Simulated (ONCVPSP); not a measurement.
germanium: variants of one ONCV potential

Base potential:

```json
{"Element": "Ge (Z = 32)", "Generator": "ONCVPSP 4.0.1", "Type": "optimised norm-conserving Vanderbilt (ONCV)", "Functional": "PBE", "Relativity": "scalar-relativistic", "Frozen core": "[Ar]", "Valence charge": "14", "Reference configuration": "3d10 4s2 4p1.5 (charge +0.5)", "Partial waves": "4s: rc 1.70 bohr, ncon 4, nbas 8, qcut 3.7 1/bohr, 2 projectors, debl 1.9 Ha; 4p: rc 1.85 bohr, ncon 5, nbas 9, qcut 4.1 1/bohr, 1 projector; 3d: rc 1.10 bohr, ncon 4, nbas 9, qcut 14.5 1/bohr, 2 projectors, debl 1.5 Ha", "Local potential": "polynomial inside 0.75 bohr (lpopt 3, dvloc0 0 Ha)", "Core correction": "Teter function, fcfact 3.75, rcfact 1.7"}
```

All-electron outer shells of the reference configuration (PBE, scalar-relativistic, ld1.x):

```
shell  level (eV)  outermost node (bohr)  outermost maximum (bohr)
   3s     -172.73                   0.26                      0.54
   3p     -119.86                   0.23                      0.54
   3d      -33.54                      –                      0.50
   4s      -15.60                   0.77                      1.73
   4p       -7.38                   0.82                      2.14
```

Cutoffs, loose and tight: the cutoffs (Ha) at which the residual kinetic energy of the hardest occupied pseudo-wave falls to 1 and 0.1 mHa per electron. They do not see the model core or the augmentation charge, which bear on the density cutoff. Test errors are all-electron minus pseudo excitation energies from the reference, over the configurations 3d10 4s2 4p2; 3d10 4s2 4p1; 3d10 4s2 4p0; 3d9 4s2 4p3. A dash means not determined; rows that change the core or the reference have their own tests.

A true bound ghost makes a file unfit for plane-wave use even where its test errors are small: the radial tests pick states by their node count and pass the ghost by.

| change | outcome | cutoff, loose | cutoff, tight | bound ghosts | GHOST(+) flags above zero | largest test error (meV) |
| --- | --- | --- | --- | --- | --- | --- |
| base | generated | 86 Ha | 94 Ha | s | none | 4 of 4 tests not solved or not reliable |
| d: rc 0.9 | generated | 101 Ha | 275 Ha | s | none | 4 of 4 tests not solved or not reliable |
| d: rc 1.08 | generated | 86 Ha | 96 Ha | s | none | 4 of 4 tests not solved or not reliable |
| d: rc 1.32 | generated | 73 Ha | 83 Ha | s | none | 4 of 4 tests not solved or not reliable |
| d: rc 1.44 | generated | 68 Ha | 77 Ha | s | none | 4 of 4 tests not solved or not reliable |

**Question.** What comes out with this change to the base: d: rc 0.78?

**Answer.** outcome: generated; cutoff, loose: 332 Ha; cutoff, tight: 515 Ha; bound ghosts: s; GHOST(+) flags above zero: none; largest test error (meV): 4 of 4 tests not solved or not reliable.

**Question.** What comes out with this change to the base: d: rc 1.2?

**Answer.** outcome: generated; cutoff, loose: 80 Ha; cutoff, tight: 89 Ha; bound ghosts: s; GHOST(+) flags above zero: none; largest test error (meV): 4 of 4 tests not solved or not reliable.

**Question.** What comes out with this change to the base: d: rc 1.58?

**Answer.** outcome: generated; cutoff, loose: 61 Ha; cutoff, tight: 69 Ha; bound ghosts: s; GHOST(+) flags above zero: none; largest test error (meV): 4 of 4 tests not solved or not reliable.

Reading the sweep of the d radius (base included, trends over the rows without a ghost): Bound ghosts are found at 0.78, 0.9, 1.08, 1.1, 1.2, 1.32, 1.44, 1.58 bohr. Every judged row has one, so this setting neither creates nor removes them.
